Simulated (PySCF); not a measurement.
Compound: C6H10O2Si2.
Atom-mapped SMILES: `[CH:1]#[C:2][Si@@H:3]1[CH:4]=[C:5]([CH2:6][O:7][CH3:8])[SiH2:9][O:10]1`

NICS = −σ at a ghost point: NICS(0) at the centroid of the ring atoms, NICS(1) 1 Å to either side along the normal of their mean plane, zz for the tensor component along that normal. Level: GIAO PBE0/pcSseg-1 (PySCF, non-relativistic, gas phase) on the GFN2-xTB geometry, one conformer.

Ring bond lengths (Å), with Mayer bond orders in brackets: Si3–C4 1.886 (0.87), C4–C5 1.334 (1.89), C5–Si9 1.891 (0.81), Si9–O10 1.646 (0.91), O10–Si3 1.643 (0.97).

Q: What do the NICS probes read (ppm)?

A: 
```json
{"ring": "Si3–C4–C5–Si9–O10", "type": "5-membered ring with O and 2 Si; formal bonds 1 double, 4 single", "NICS(0)": "-4.4", "NICS(1), two faces": "-3.0 / -3.2", "NICS(1)zz, two faces": "-2.1 / -3.2", "rms pucker (Å)": "0.00", "centre to ring atoms, mean (Å)": "1.43"}
```

Q: What do they say, and how far can they be read as aromaticity?

A: 
- Si3–C4–C5–Si9–O10: mean NICS(1)zz -2.6 ppm, near zero. Si3, Si9 have four or more neighbours, and the NICS criterion for π rings isn't applied.

Q: At the second NICS(1) probe listed for ring Si3–C4–C5–Si9–O10, 1 Å off the ring, what do the in-plane components average?

A: The isotropic value is a third of the trace: (3 × -3.2 − (-3.2))/2 = -3.2 ppm.

Q: List the ring angles and the Hirshfeld charges of the ring atoms.

A: 
- Si3–C4–C5–Si9–O10: Si3 97.5° (+0.429 e), C4 112.3° (-0.145 e), C5 114.6° (-0.080 e), Si9 96.2° (+0.385 e), O10 119.3° (-0.320 e); sum 540.0° against 540° for a flat convex ring.

Q: How shielded are the nuclei of the rings and their hydrogens (means over atoms taken as equivalent)?

A: 
```json
{"atoms": "Si3", "environment": "oxygen-bound silicon", "σ isotropic (ppm)": "375.1"}
{"atoms": "C4", "environment": "alkene CH carbon", "σ isotropic (ppm)": "44.2"}
{"atoms": "C5", "environment": "fully substituted alkene carbon", "σ isotropic (ppm)": "8.0"}
{"atoms": "Si9", "environment": "oxygen-bound silicon", "σ isotropic (ppm)": "365.6"}
{"atoms": "O10", "environment": "siloxane oxygen", "σ isotropic (ppm)": "300.9"}
{"atoms": "H on Si3", "environment": "Si–H hydrogen", "σ isotropic (ppm)": "26.32"}
{"atoms": "H on C4", "environment": "vinylic hydrogen", "σ isotropic (ppm)": "25.06"}
{"atoms": "H on Si9", "environment": "Si–H hydrogen", "σ isotropic (ppm)": "26.46"}
{"atoms": "H on Si9", "environment": "Si–H hydrogen", "σ isotropic (ppm)": "26.39"}
```

The values belong to the conformer `[CH:1]#[C:2][Si@@H:3]1[CH:4]=[C:5]([CH2:6][O:7][CH3:8])[SiH2:9][O:10]1`: C4–C5–C6–O7 177°, C5–C6–O7–C8 177°.
